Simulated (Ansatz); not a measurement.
System: C3H5Cl2, charge 0, multiplicity 2. It need not be the lowest isomer of its formula. 
Geometry from a B3LYP-D3(BJ)/def2-TZVP (Ansatz, a first-principles code) optimisation:
```
C
H 1 1.0920
H 1 1.0966 2 107.54
C 1 1.4820 2 108.74 3 118.83
H 4 1.0782 1 123.57 2 30.32
C 1 1.5286 2 109.14 3 -115.37
H 6 1.0869 1 111.20 2 -177.07
H 6 1.0873 7 109.63 1 123.18
Cl 4 1.7156 5 114.85 1 -161.33
Cl 6 1.8050 7 106.53 8 114.94
```
Charge 0, spin multiplicity 2.

Computed values are from Ansatz. Cores are frozen in the correlated levels unless marked. Open shells are spin-unrestricted. No spin-orbit coupling. No relativistic terms. CBS marks a two-point X^-3 extrapolation of the correlation energy; Hartree-Fock from the larger set. The bracket is a focal-point correction in the basis named.

Q: What is the atomisation energy De at RI-MP2/CBS(cc-pV(T+d)Z,cc-pV(Q+d)Z)+[CCSD(T)-MP2]/cc-pV(T+d)Z?

A: 3597.1 kJ/mol.

Q: What is the total energy at RI-MP2/CBS(cc-pV(T+d)Z,cc-pV(Q+d)Z)+[CCSD(T)-MP2]/cc-pV(T+d)Z?

A: -1036.6566 Eh.

Q: What is the dipole moment at CCSD(T)/aug-cc-pV(D+d)Z?

A: 1.77 D.

Q: What is the T1 diagnostic at CCSD/cc-pV(T+d)Z?

A: 0.013.
